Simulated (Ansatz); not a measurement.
AlFH4SSi (`[F][AlH][S][SiH3]`). Charge 0, multiplicity 1.

Z-matrix (Å, degrees):
```
Si
S 1 2.141
H 1 1.483 2 108.9
H 1 1.486 2 110.5 3 120.4
H 1 1.483 2 108.9 3 -119.3
Al 2 2.166 1 99.7 3 -120.2
F 6 1.645 2 115.4 1 -180.0
H 6 1.568 2 125.5 1 -0.0
```

Problem. Give the diagnostics of a CCSD(T)/def2-TZVPP run (frozen core, Ansatz). (Estimate.)

Solution. The calculation gave: T1 = 0.0122, largest single amplitude 0.021, largest double 0.021, (T) share of the correlation energy 3.4 %, 9 CCSD cycles. The RHF solution is stable towards an unrestricted one. T1 lies under the customary mark of 0.02 for closed shells.
